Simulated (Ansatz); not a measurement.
Basis sets compared for cis-OsCl2(PF3)4 (P₄OsCl₂F₁₂). Total charge 0; singlet. Geometry PBE-D4/def2-SVP. Ansatz on 2 threads of AMD EPYC 7R13 on a shared host and a share (18 GiB) of an NVIDIA H100 80GB HBM3; times are rough, and most runs start from earlier orbitals.

Cartesian coordinates in Å:
```
Cl -0.3477 -2.5523 1.0824
Cl -0.2077 -1.6697 -2.2358
F 1.4240 1.3090 -2.4926
F 0.3936 2.7670 -0.8566
F -0.9813 1.6463 -2.5059
F 1.4174 1.5697 2.0204
F -0.0499 0.0391 3.1932
F -0.9916 1.9083 1.9745
F 3.2693 -0.0828 -0.6930
F 2.5898 -2.4147 -0.7054
F 2.7993 -1.2177 1.4031
F -3.1736 0.7166 -0.8159
F -3.0518 -0.4063 1.3355
F -3.1048 -1.7081 -0.7205
Os -0.0567 -0.4424 -0.1175
P 0.1913 1.3047 -1.4816
P 0.0755 0.7310 1.7650
P 2.1670 -1.0401 -0.0484
P -2.3624 -0.4573 -0.1009
```

In the def2 sets Os takes a core potential; there is no spin–orbit coupling. Single mean-field runs in def2-TZVP are fitted with def2-universal-jkfit.

Binding counts from free atoms (Cl doublet, F doublet, Os quintet, P quartet) in the same basis, without a counterpoise term.

```
           level  functions  energy (Eh)  HOMO (eV)  LUMO (eV)  binding per atom (eV)  wall time
 PBE-D4/def2-SVP        308   -3571.5309      -6.45      -3.09                   4.18        3 s
PBE0-D4/def2-SVP        308   -3571.6180      -7.93      -2.38                   3.90      3.9 s
```

Estimate the rows for PBE-D4/def2-TZVP (with forces), PBE0-D4/def2-TZVP.


```json
{"level": "PBE-D4/def2-TZVP (with forces)", "functions": "634", "energy (Eh)": "-3573.9385", "HOMO (eV)": "-6.68", "LUMO (eV)": "-3.28", "binding per atom (eV)": "4.28", "wall time": "4.7 s"}
{"level": "PBE0-D4/def2-TZVP", "functions": "634", "energy (Eh)": "-3574.0217", "HOMO (eV)": "-8.02", "LUMO (eV)": "-2.43", "binding per atom (eV)": "4.05", "wall time": "4.6 s"}
```
